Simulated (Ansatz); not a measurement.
SnH, multiplicity 2 (the spin of the measured ground state), most abundant isotopes (1.0078 and 119.9022 u). Constants from fifth-degree fits in 1/R to seven points on the lowest solution found; no spin–orbit coupling, no relativity up to Kr; ω_e x_e and α_e move by some per cent with the fit.

Correlated levels freeze the inner cores; with def2 sets outer-core shells near the valence are correlated too.

The values were computed with Ansatz (Gaussian basis) for Hartree–Fock, density functionals and correlated methods. Values without a source in brackets are computed. In def2 rows elements past Kr take small-core potentials, without spin–orbit coupling.

Total energies (hartree; each atom in its lowest state at that level) and vibrational constants (cm⁻¹):

```csv
level,E(SnH) at r_e,E(H),E(Sn),ω_e,ω_e x_e
PBE/def2-TZVPP,-214.846362,-0.499616,-214.249349,1640,26
B3LYP/def2-TZVPP,-214.930716,-0.502154,-214.327465,1681,26
wB97M-V/def2-TZVPP,-214.799781,-0.494111,-214.206303,1753,25
CCSD(T)/def2-QZVPP,-214.391714,-0.499983,-213.792505,1733,31
```

### Question
Work out D_e and D₀ in eV.

### Answer

D_e = E(H) + E(Sn) − E(molecule), times 27.2114 eV; D₀ = D_e − (ω_e/2 − ω_e x_e/4)/8065.54.
- PBE/def2-TZVPP: D_e = 2.650, zero point 0.101, D₀ = 2.549 eV
- B3LYP/def2-TZVPP: D_e = 2.751, zero point 0.103, D₀ = 2.648 eV
- wB97M-V/def2-TZVPP: D_e = 2.704, zero point 0.108, D₀ = 2.596 eV
- CCSD(T)/def2-QZVPP: D_e = 2.700, zero point 0.106, D₀ = 2.594 eV
No counterpoise correction is made.

Ansatz is a first-principles code.
